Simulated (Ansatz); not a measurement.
Job for Ansatz (a quantum-chemistry and plane-wave program): R-B3LYP-D3(BJ)/def2-TZVP on CH4F2OSi (SMILES O[SiH2]C(F)F).

Ansatz 0.2 input:
```yaml
crystal:
  periodic: [false, false, false]
  atoms:
    - {symbol: O, position_ang: [-1.31390006, 0.92061313, -0.56916401]}
    - {symbol: Si, position_ang: [-0.66914424, -0.42564380, 0.03338751]}
    - {symbol: C, position_ang: [1.19673514, 0.03545996, 0.20183353]}
    - {symbol: F, position_ang: [1.37435100, 1.12673724, 0.99614048]}
    - {symbol: F, position_ang: [1.74545383, 0.35099527, -1.00372055]}
    - {symbol: H, position_ang: [-2.23573676, 1.05145195, -0.77121778]}
    - {symbol: H, position_ang: [-1.16066941, -0.73832566, 1.37123907]}
    - {symbol: H, position_ang: [-0.75430891, -1.55498754, -0.88628692]}
    - {symbol: H, position_ang: [1.81721942, -0.76630055, 0.62778867]}
basis:
  gaussian:
    orbitals: def2-TZVP
hamiltonian:
  xc: b3lyp
  dispersion: d3bj
relax: {f_tol: 0.003, max_steps: 120}
scf: {lower_state_search: off}
```

Q: Predict the final total energy.

A: -605.1272 hartree.

Q: How many basis functions does it have, and what does it roughly cost on one machine?

A: 185 functions; roughly 40 core-seconds.
